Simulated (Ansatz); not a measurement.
Stepwise reaction of `[NH2][Sn][NH2]` with hydrogen sulfide, as a gas-phase model of exchange steps in deposition or etching. ΔE in kJ/mol.

Program: Ansatz. Geometries: PBE0-D4/def2-TZVP. ΔE: electronic, gas phase. CCSD(T)/CBS adds triple-zeta CCSD(T) − MP2 to the extrapolated MP2 energy (def2 sets, frozen cores). This one scheme is used for every species. Functionals use def2-TZVPP. B3LYP here is the variant with VWN-RPA as its local correlation; programs differ in this. def2 core potentials past Kr. For Sn outer-core shells are correlated without core-valence functions, which leaves a few kJ/mol of doubt a bond. One conformer a species, not always the lowest.

```
step                                        reaction  PBE-D4  B3LYP-D4  ωB97M-V  CCSD(T)/CBS
   1  `[NH2][Sn][NH2]` + H₂S → `[NH2][Sn][SH]` + NH₃   -77.1     -73.5    -68.8        -71.0
```

(1) Give the row of step 2, `[NH2][Sn][SH]` + H₂S → `[SH][Sn][SH]` + NH₃. (Best estimate.)

(2) By hand: ΔE of the 2 steps together at CCSD(T)/CBS.

Results:

(1) Ansatz gave: 
```json
{"step": "2", "reaction": "`[NH2][Sn][SH]` + H₂S → `[SH][Sn][SH]` + NH₃", "PBE-D4": "-67.6", "B3LYP-D4": "-64.1", "ωB97M-V": "-59.1", "CCSD(T)/CBS": "-61.1"}
```

(2) (-71.0) + (-61.1) = -132.1 kJ/mol, or -66.0 kJ/mol a step.

In ΔE each step is higher than the one before. All are downhill at CCSD(T)/CBS. PBE-D4 differs from CCSD(T)/CBS by -6.5 to -6.1 kJ/mol a step. Isolated molecules leave out the surface, adducts and barriers. Largest T1 diagnostic: 0.016.
